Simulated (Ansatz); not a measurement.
A short molecular-dynamics run on SnH3(NHEt) (C₂H₉NSn).

```yaml
crystal:
  periodic: [false, false, false]
  atoms:
    - {symbol: Sn, position_ang: [0.513689, 1.639608, 1.139355]}
    - {symbol: H, position_ang: [0.328612, 1.996928, 2.818821]}
    - {symbol: H, position_ang: [2.199310, 1.380166, 0.778277]}
    - {symbol: H, position_ang: [-0.105595, 2.895515, 0.127744]}
    - {symbol: N, position_ang: [-0.748929, 0.033492, 0.794502]}
    - {symbol: C, position_ang: [-0.882536, -0.512073, -0.551595]}
    - {symbol: C, position_ang: [0.310530, -1.312699, -1.086979]}
    - {symbol: H, position_ang: [-0.595394, -0.716559, 1.481122]}
    - {symbol: H, position_ang: [-1.792116, -1.158243, -0.581730]}
    - {symbol: H, position_ang: [-1.103150, 0.329568, -1.246429]}
    - {symbol: H, position_ang: [1.226424, -0.686688, -1.143601]}
    - {symbol: H, position_ang: [0.110677, -1.713066, -2.103421]}
    - {symbol: H, position_ang: [0.538468, -2.175960, -0.426066]}
basis:
  gaussian: {orbitals: def2-SVP}
hamiltonian: {xc: {name: r2SCAN}}
md: {timestep: 1 fs, n_steps: 15, ensemble: nvt_nose_hoover, temperature: 500, initial_velocities: maxwell_boltzmann, seed: 259}
scf: {omitted_lower_state_checks: [starts]}
```

```sh
$ ansatz run in.yaml --threads 4 --pin off --events-out ev --progress --plain --max-ram 3916MiB
```

```tsv
step	time (fs)	potential energy (eV)	kinetic (eV)	T (K)	conserved (eV)
0	0.0	-9538.3685	0.7109	500	-9537.6575
1	1.0	-9538.2689	0.6184	435	-9537.6505
2	2.0	-9538.0655	0.4285	301	-9537.6370
3	3.0	-9537.9580	0.3258	229	-9537.6322
4	4.0	-9538.0181	0.3777	266	-9537.6405
5	5.0	-9538.1268	0.4774	336	-9537.6496
6	6.0	-9538.1409	0.4884	344	-9537.6528
7	7.0	-9538.0201	0.3763	265	-9537.6445
8	8.0	-9537.9027	0.2725	192	-9537.6310
9	9.0	-9537.9743	0.3383	238	-9537.6370
10	10.0	-9538.1525	0.5018	353	-9537.6521
11	11.0	-9538.2144	0.5611	395	-9537.6551
12	12.0	-9538.1007	0.4561	321	-9537.6469
13	13.0	-9537.9346	0.3023	213	-9537.6349
14	14.0	-9537.8928	0.2627	185	-9537.6330
15	15.0	-9538.0039	0.3641	256	-9537.6430
```

Velocities are drawn at the set temperature; a run this short doesn't reach equilibrium.

In the def2 sets Sn takes a core potential; there is no spin–orbit coupling.

Frames (Å, forces in eV/Å):

```xyz
13
time=0.0 fs
Sn    0.514    1.640    1.139   -0.076   -0.026   -0.013
H     0.329    1.997    2.819    0.022   -0.044   -0.201
H     2.199    1.380    0.778   -0.203    0.021    0.042
H    -0.106    2.896    0.128    0.083   -0.143    0.118
N    -0.749    0.033    0.795    0.246   -0.051    0.131
C    -0.883   -0.512   -0.552   -0.154   -0.009   -0.116
C     0.311   -1.313   -1.087    0.107   -0.061   -0.021
H    -0.595   -0.717    1.481   -0.057    0.188   -0.217
H    -1.792   -1.158   -0.582    0.205    0.136    0.018
H    -1.103    0.330   -1.246    0.057   -0.174    0.153
H     1.226   -0.687   -1.144   -0.205   -0.128    0.015
H     0.111   -1.713   -2.103    0.034    0.098    0.226
H     0.538   -2.176   -0.426   -0.057    0.193   -0.135
13
time=1.0 fs
Sn    0.513    1.639    1.139   -0.036   -0.097   -0.429
H     0.372    1.982    2.792   -0.062    0.065    0.225
H     2.191    1.367    0.769   -0.158    0.031    0.004
H    -0.116    2.891    0.121    0.109   -0.179    0.166
N    -0.750    0.034    0.802    0.114   -0.147   -0.237
C    -0.879   -0.505   -0.555   -0.551   -1.523    0.790
C     0.309   -1.313   -1.085    1.120    0.963    0.266
H    -0.590   -0.728    1.467   -0.006    0.111   -0.034
H    -1.819   -1.162   -0.616    0.893    0.612    0.190
H    -1.081    0.308   -1.220   -0.207    0.987   -0.778
H     1.263   -0.655   -1.120   -1.242   -0.955   -0.041
H     0.117   -1.728   -2.079   -0.027    0.119   -0.388
H     0.529   -2.186   -0.454    0.051    0.013    0.267
13
time=2.0 fs
Sn    0.512    1.639    1.139   -0.020   -0.184   -0.836
H     0.414    1.968    2.768   -0.128    0.171    0.661
H     2.181    1.355    0.759   -0.094    0.034   -0.040
H    -0.126    2.884    0.116    0.123   -0.192    0.197
N    -0.750    0.033    0.809   -0.011   -0.201   -0.596
C    -0.877   -0.499   -0.557   -0.703   -2.675    1.547
C     0.309   -1.313   -1.083    1.631    1.608    0.551
H    -0.584   -0.739    1.453    0.048    0.007    0.162
H    -1.838   -1.160   -0.649    1.276    0.869    0.353
H    -1.061    0.296   -1.201   -0.409    1.992   -1.571
H     1.287   -0.632   -1.097   -1.774   -1.424   -0.132
H     0.122   -1.741   -2.058   -0.082    0.141   -0.919
H     0.520   -2.195   -0.479    0.143   -0.146    0.624
13
time=3.0 fs
Sn    0.512    1.639    1.138   -0.029   -0.275   -1.151
H     0.455    1.955    2.750   -0.170    0.256    1.019
H     2.170    1.342    0.750   -0.019    0.033   -0.086
H    -0.134    2.876    0.112    0.123   -0.179    0.209
N    -0.751    0.033    0.816   -0.111   -0.272   -0.866
C    -0.875   -0.495   -0.558   -0.793   -2.761    1.590
C     0.310   -1.311   -1.081    1.749    1.743    0.674
H    -0.578   -0.749    1.440    0.087   -0.058    0.312
H    -1.844   -1.150   -0.678    1.364    0.921    0.488
H    -1.045    0.303   -1.197   -0.397    2.127   -1.656
H     1.294   -0.623   -1.075   -1.893   -1.586   -0.224
H     0.127   -1.753   -2.046   -0.093    0.235   -1.148
H     0.512   -2.206   -0.498    0.183   -0.184    0.839
13
time=4.0 fs
Sn    0.511    1.639    1.137   -0.051   -0.358   -1.282
H     0.495    1.945    2.742   -0.190    0.302    1.202
H     2.159    1.330    0.739    0.057    0.029   -0.129
H    -0.141    2.866    0.111    0.107   -0.139    0.200
N    -0.752    0.033    0.822   -0.173   -0.407   -1.004
C    -0.873   -0.493   -0.558   -0.813   -1.680    0.867
C     0.313   -1.308   -1.077    1.512    1.305    0.573
H    -0.571   -0.761    1.431    0.098   -0.031    0.374
H    -1.838   -1.131   -0.703    1.166    0.782    0.580
H    -1.032    0.330   -1.208   -0.192    1.276   -0.962
H     1.284   -0.630   -1.056   -1.634   -1.460   -0.298
H     0.132   -1.762   -2.045   -0.045    0.430   -0.987
H     0.507   -2.219   -0.509    0.158   -0.050    0.866
13
time=5.0 fs
Sn    0.511    1.639    1.137   -0.064   -0.424   -1.180
H     0.533    1.937    2.746   -0.199    0.302    1.154
H     2.149    1.319    0.727    0.123    0.024   -0.165
H    -0.147    2.854    0.112    0.077   -0.073    0.174
N    -0.753    0.032    0.828   -0.196   -0.603   -1.018
C    -0.872   -0.493   -0.557   -0.558   -0.095   -0.046
C     0.316   -1.304   -1.074    0.840    0.342    0.310
H    -0.563   -0.772    1.425    0.078    0.091    0.343
H    -1.820   -1.104   -0.722    0.664    0.453    0.602
H    -1.021    0.370   -1.229    0.036    0.092   -0.026
H     1.257   -0.650   -1.039   -0.929   -0.999   -0.335
H     0.135   -1.768   -2.054    0.043    0.675   -0.548
H     0.502   -2.232   -0.511    0.084    0.216    0.736
13
time=6.0 fs
Sn    0.510    1.638    1.136   -0.046   -0.477   -0.868
H     0.569    1.933    2.760   -0.211    0.260    0.893
H     2.140    1.307    0.714    0.168    0.022   -0.189
H    -0.152    2.842    0.114    0.035    0.014    0.132
N    -0.754    0.031    0.833   -0.188   -0.812   -0.958
C    -0.872   -0.493   -0.556    0.100    1.398   -0.664
C     0.321   -1.300   -1.070   -0.382   -1.004   -0.004
H    -0.554   -0.782    1.422    0.036    0.259    0.256
H    -1.796   -1.074   -0.736   -0.137   -0.052    0.529
H    -1.010    0.410   -1.251    0.180   -0.851    0.701
H     1.222   -0.679   -1.025    0.317   -0.142   -0.315
H     0.139   -1.767   -2.068    0.135    0.878   -0.036
H     0.499   -2.243   -0.507   -0.006    0.507    0.523
13
time=7.0 fs
Sn    0.509    1.638    1.135    0.012   -0.527   -0.429
H     0.603    1.931    2.783   -0.235    0.194    0.495
H     2.132    1.296    0.699    0.185    0.025   -0.197
H    -0.157    2.830    0.117   -0.014    0.114    0.080
N    -0.755    0.030    0.837   -0.162   -0.960   -0.878
C    -0.872   -0.491   -0.556    1.013    2.545   -0.891
C     0.325   -1.296   -1.066   -1.973   -2.413   -0.280
H    -0.545   -0.791    1.421   -0.011    0.401    0.161
H    -1.773   -1.043   -0.744   -1.075   -0.626    0.374
H    -0.998    0.443   -1.265    0.233   -1.399    1.112
H     1.190   -0.711   -1.015    1.912    0.962   -0.228
H     0.145   -1.758   -2.082    0.199    0.968    0.374
H     0.495   -2.249   -0.497   -0.085    0.716    0.307
13
time=8.0 fs
Sn    0.509    1.638    1.134    0.107   -0.581    0.036
H     0.635    1.931    2.811   -0.270    0.122    0.057
H     2.126    1.285    0.682    0.172    0.038   -0.190
H    -0.163    2.819    0.122   -0.064    0.215    0.025
N    -0.756    0.027    0.840   -0.130   -0.992   -0.820
C    -0.870   -0.488   -0.556    1.720    3.146   -0.858
C     0.327   -1.295   -1.063   -3.035   -3.181   -0.427
H    -0.536   -0.795    1.423   -0.046    0.459    0.099
H    -1.761   -1.019   -0.749   -1.728   -1.019    0.226
H    -0.983    0.462   -1.269    0.221   -1.595    1.250
H     1.176   -0.732   -1.006    2.973    1.703   -0.124
H     0.152   -1.739   -2.092    0.214    0.914    0.586
H     0.491   -2.249   -0.485   -0.135    0.771    0.139
13
time=9.0 fs
Sn    0.508    1.637    1.133    0.223   -0.637    0.446
H     0.664    1.932    2.839   -0.309    0.056   -0.343
H     2.122    1.274    0.663    0.131    0.060   -0.168
H    -0.168    2.810    0.126   -0.106    0.302   -0.021
N    -0.758    0.024    0.843   -0.095   -0.879   -0.800
C    -0.868   -0.482   -0.557    1.736    3.000   -0.708
C     0.327   -1.296   -1.060   -2.588   -2.673   -0.354
H    -0.528   -0.795    1.425   -0.060    0.408    0.088
H    -1.765   -1.004   -0.751   -1.659   -0.991    0.192
H    -0.966    0.465   -1.261    0.165   -1.475    1.150
H     1.190   -0.738   -0.999    2.540    1.462   -0.088
H     0.161   -1.712   -2.097    0.174    0.720    0.560
H     0.485   -2.241   -0.472   -0.151    0.646    0.047
13
time=10.0 fs
Sn    0.508    1.637    1.133    0.341   -0.685    0.751
H     0.690    1.934    2.864   -0.347    0.004   -0.663
H     2.119    1.264    0.642    0.070    0.091   -0.135
H    -0.175    2.804    0.130   -0.133    0.363   -0.050
N    -0.759    0.021    0.846   -0.062   -0.638   -0.817
C    -0.864   -0.474   -0.559    1.085    2.113   -0.421
C     0.325   -1.299   -1.057   -1.032   -1.237   -0.083
H    -0.520   -0.791    1.428   -0.052    0.259    0.124
H    -1.784   -0.999   -0.752   -0.901   -0.582    0.267
H    -0.947    0.455   -1.242    0.071   -1.009    0.796
H     1.229   -0.730   -0.993    0.998    0.538   -0.115
H     0.172   -1.678   -2.097    0.094    0.420    0.313
H     0.478   -2.227   -0.457   -0.132    0.363    0.034
13
time=11.0 fs
Sn    0.507    1.636    1.132    0.440   -0.713    0.933
H     0.713    1.935    2.882   -0.378   -0.032   -0.887
H     2.116    1.255    0.620   -0.002    0.126   -0.096
H    -0.183    2.802    0.134   -0.139    0.387   -0.053
N    -0.761    0.017    0.848   -0.029   -0.320   -0.847
C    -0.859   -0.464   -0.561    0.245    0.681    0.151
C     0.322   -1.303   -1.054    0.490    0.294    0.260
H    -0.512   -0.784    1.432   -0.029    0.057    0.178
H    -1.813   -0.999   -0.750    0.079   -0.060    0.348
H    -0.928    0.435   -1.215   -0.055   -0.134    0.146
H     1.278   -0.716   -0.987   -0.537   -0.345   -0.134
H     0.184   -1.640   -2.093    0.002    0.073   -0.076
H     0.469   -2.209   -0.443   -0.086   -0.016    0.075
13
time=12.0 fs
Sn    0.507    1.636    1.131    0.505   -0.712    0.992
H     0.732    1.937    2.893   -0.399   -0.054   -1.011
H     2.114    1.247    0.597   -0.075    0.160   -0.056
H    -0.193    2.803    0.137   -0.122    0.370   -0.028
N    -0.762    0.012    0.849    0.014    0.001   -0.845
C    -0.854   -0.453   -0.563   -0.399   -1.016    1.018
C     0.320   -1.307   -1.051    1.449    1.460    0.540
H    -0.505   -0.777    1.438   -0.011   -0.126    0.209
H    -1.841   -1.000   -0.745    0.882    0.363    0.361
H    -0.909    0.413   -1.187   -0.193    1.073   -0.736
H     1.321   -0.706   -0.983   -1.543   -0.879   -0.115
H     0.196   -1.601   -2.090   -0.075   -0.248   -0.449
H     0.460   -2.192   -0.428   -0.033   -0.391    0.120
13
time=13.0 fs
Sn    0.506    1.635    1.130    0.526   -0.685    0.937
H     0.747    1.938    2.893   -0.407   -0.062   -1.040
H     2.111    1.240    0.574   -0.140    0.191   -0.019
H    -0.203    2.808    0.141   -0.084    0.316    0.022
N    -0.764    0.008    0.850    0.083    0.255   -0.759
C    -0.849   -0.443   -0.564   -0.765   -2.407    1.810
C     0.318   -1.309   -1.047    1.882    2.126    0.640
H    -0.498   -0.771    1.445   -0.016   -0.227    0.174
H    -1.860   -0.998   -0.736    1.365    0.614    0.300
H    -0.892    0.402   -1.166   -0.294    2.114   -1.487
H     1.349   -0.704   -0.981   -2.028   -1.092   -0.062
H     0.207   -1.564   -2.092   -0.122   -0.488   -0.617
H     0.450   -2.178   -0.412    0.001   -0.654    0.102
13
time=14.0 fs
Sn    0.506    1.634    1.130    0.500   -0.638    0.779
H     0.759    1.938    2.884   -0.399   -0.056   -0.973
H     2.107    1.235    0.551   -0.188    0.213    0.010
H    -0.215    2.816    0.144   -0.032    0.232    0.088
N    -0.765    0.004    0.850    0.187    0.412   -0.558
C    -0.845   -0.435   -0.564   -0.898   -2.712    1.947
C     0.318   -1.310   -1.043    1.929    2.279    0.521
H    -0.491   -0.767    1.455   -0.056   -0.221    0.062
H    -1.866   -0.989   -0.725    1.521    0.690    0.188
H    -0.878    0.411   -1.159   -0.323    2.222   -1.568
H     1.359   -0.713   -0.978   -2.098   -1.062    0.015
H     0.217   -1.532   -2.099   -0.143   -0.633   -0.477
H     0.441   -2.170   -0.394    0.001   -0.726   -0.032
13
time=15.0 fs
Sn    0.505    1.634    1.129    0.427   -0.585    0.530
H     0.767    1.937    2.865   -0.373   -0.036   -0.809
H     2.100    1.233    0.527   -0.216    0.225    0.029
H    -0.226    2.826    0.148    0.027    0.133    0.159
N    -0.766    0.000    0.850    0.316    0.497   -0.265
C    -0.841   -0.430   -0.562   -0.788   -1.814    1.346
C     0.320   -1.309   -1.039    1.627    1.969    0.250
H    -0.485   -0.766    1.465   -0.120   -0.138   -0.102
H    -1.858   -0.974   -0.712    1.356    0.594    0.041
H    -0.867    0.442   -1.167   -0.299    1.281   -0.919
H     1.348   -0.731   -0.976   -1.773   -0.813    0.109
H     0.226   -1.506   -2.111   -0.154   -0.706   -0.096
H     0.431   -2.170   -0.377   -0.032   -0.608   -0.273
```

Hardware: 4 threads of Arm Neoverse V2 on a shared host. Wall time 28 s.
